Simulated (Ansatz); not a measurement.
Consider the formal exchange of groups at a C–B bond: `BCCCl` + `CCCl` → `CC(Cl)CCCl` + BH₃.

Program: Ansatz. Geometries: PBE0-D4/def2-TZVP. ΔE: electronic, gas phase. CBS: MP2 limit from def2 TZ/QZ plus the TZ coupled-cluster correction, frozen cores. This one scheme is used for every species. DFT in def2-TZVPP. One conformer a species, not always the lowest.

```
             level  ΔE (kcal/mol)
       LDA (SPW92)           10.6
            B97M-V           10.4
          PBE-QIDH            9.2
SCS-MP2/def2-QZVPP            7.6
```

Problem. What does CCSD(T)/CBS give? (Best estimate.)

Solution. Ansatz gave: +8.1 kcal/mol. The listed levels differ from it by 2.5, 2.3, 1.1, -0.5 kcal/mol.

Largest T1 diagnostic among the species: 0.009.

In def2-TZVPP, CCSD(T) changes the Hartree–Fock value by −2.0 kcal/mol (the triples alone add −0.5 kcal/mol) and MP2 by −2.7 kcal/mol. Leaving LDA and LC-ωPBE aside and taking each functional with its dispersion term where it has one, the values, not all of them listed here, spread over 2.0 kcal/mol, from ωB97X-V to PBE-D4. LDA lies −1.5 kcal/mol from PBE without D4. The D4 term adds −2.0 kcal/mol with B3LYP and −1.2 kcal/mol with PBE0; it sums over pairs of atoms, weighted by their polarisabilities, and B3LYP, whose exchange is more repulsive, gets the larger term.

B3LYP here is the variant with VWN-RPA as its local correlation; programs differ in this.
